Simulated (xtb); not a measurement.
C$_{3}$H$_{9}$B$_{3}$O$_{3}$, charge +1, doublet, at a GFN2-xTB geometry (a state made from the parent by changing its charge; the spin is typed, not shown lowest); GFN2-xTB run with xtb.

Input for xtb:
```
$ xtb mol.xyz --gfn 2 --chrg 1 --uhf 1 --hess --json

# file mol.xyz
18

C     -1.86921833    -2.30973507    -0.20001952
B     -0.89781226    -1.07389565    -0.09636603
O      0.46707948    -1.27383094     0.04116915
B      1.29249091    -0.22209950     0.13036239
C      2.88350992    -0.49012124     0.28816344
O      0.86577880     1.05123225     0.09371161
B     -0.48969592     1.30369220    -0.04280953
C     -0.99428482     2.80118990    -0.08592043
O     -1.27447429     0.21916510    -0.12860370
H     -1.35306759    -3.26268703    -0.15703666
H     -2.42127881    -2.25763040    -1.13753568
H     -2.59061526    -2.27087706     0.61520608
H      3.22032040    -1.01336254    -0.60324959
H      3.03259602    -1.12420064     1.15805345
H      3.40374293     0.45452431     0.40072714
H     -1.70188331     2.96037468     0.72651878
H     -0.18888059     3.52145244     0.00580456
H     -1.51295973     2.97338817    -1.02797967
```

It wrote (shortened):

```
   ID    Z sym.   atoms
    1    6 C      1, 5, 8
    2    5 B      2, 4, 7
    3    8 O      3, 6, 9
    4    1 H      10-18

           -------------------------------------------------
          |                Calculation Setup                |
           -------------------------------------------------

           -------------------------------------------------
          |                 G F N 2 - x T B                 |
           -------------------------------------------------

          ...................................................
          :                      SETUP                      :
          :.................................................:
          :  # basis functions                  45          :
          :  # atomic orbitals                  45          :
          :  # shells                           27          :
          :  # electrons                        47          :
          :  max. iterations                   250          :
          :  Hamiltonian                  GFN2-xTB          :
          :  restarted?                      false          :
          :  GBSA solvation                  false          :
          :  PC potential                    false          :
          :  electronic temp.          300.0000000     K    :
          :  accuracy                    1.0000000          :
          :  -> integral cutoff          0.2500000E+02      :
          :  -> integral neglect         0.1000000E-07      :
          :  -> SCF convergence          0.1000000E-05 Eh   :
          :  -> wf. convergence          0.1000000E-03 e    :
          :  Broyden damping             0.4000000          :
          :  net charge                          1          :
          :  unpaired electrons                  1          :
          ...................................................

 iter      E             dE          RMSdq      gap      omega  full diag
   1    -26.5282301 -0.265282E+02  0.796E+00    6.74       0.0  T
   2    -26.8700210 -0.341791E+00  0.539E+00    4.45       1.0  T
   3    -26.8609619  0.905913E-02  0.312E+00    4.58       1.0  T
   4    -26.8520851  0.887676E-02  0.201E+00    4.89       1.0  T
   5    -26.9083206 -0.562355E-01  0.128E+00    5.04       1.0  T
   6    -26.9517684 -0.434478E-01  0.502E-01    5.15       1.0  T
   7    -26.9552156 -0.344716E-02  0.299E-01    5.25       1.0  T
   8    -26.9559010 -0.685435E-03  0.140E-01    5.26       1.0  T
[...]
         :: total energy             -26.684702210546 Eh    ::
[...]
       6    139.21    -0.83922 ( 98.36%)    -0.75312 (  1.64%)    -0.83781
       7    158.94    -0.76398 ( 99.03%)    -0.71387 (  0.97%)    -0.76349
       8    196.10    -0.64681 ( 99.58%)    -0.65164 (  0.42%)    -0.64683
       9    244.10    -0.52855 ( 99.82%)    -0.58679 (  0.18%)    -0.52865
   ------------------------------------------------------------------------

   temp. (K)  partition function   enthalpy   heat capacity  entropy
                                   cal/mol     cal/K/mol   cal/K/mol   J/K/mol
 298.15  VIB  0.540E+05             5587.545     31.594     35.880
         ROT  0.527E+06              888.752      2.981     29.164
         INT  0.285E+11             6476.298     34.575     65.044
         TR   0.136E+28             1481.254      4.968     40.378
         TOT                        7957.5515    39.5427   105.4214   441.0831

       T/K    H(0)-H(T)+PV         H(T)/Eh          T*S/Eh         G(T)/Eh
   ------------------------------------------------------------------------
    298.15    0.126812E-01    0.142836E+00    0.500891E-01    0.927473E-01
   ------------------------------------------------------------------------

         :::::::::::::::::::::::::::::::::::::::::::::::::::::
         ::                  THERMODYNAMIC                  ::
         :::::::::::::::::::::::::::::::::::::::::::::::::::::
         :: total free energy         -26.591954927075 Eh   ::
         ::.................................................::
         :: total energy              -26.684702213410 Eh   ::
         :: zero point energy           0.130155230419 Eh   ::
         :: G(RRHO) w/o ZPVE           -0.037407944083 Eh   ::
         :: G(RRHO) contrib.            0.092747286336 Eh   ::
         :::::::::::::::::::::::::::::::::::::::::::::::::::::
imag cut-off (cm-1) :    5.00
 found            1  significant imaginary frequency
 writing imag mode distorted coords to xtbhess.xyz
 for further optimization.

           -------------------------------------------------
          | TOTAL ENERGY              -26.684702213410 Eh   |
          | TOTAL ENTHALPY            -26.541865817444 Eh   |
          | TOTAL FREE ENERGY         -26.591954927075 Eh   |
          | GRADIENT NORM               0.000034279712 Eh/α |
          | HOMO-LUMO GAP               5.261766649989 eV   |
           -------------------------------------------------

normal termination of xtb
```
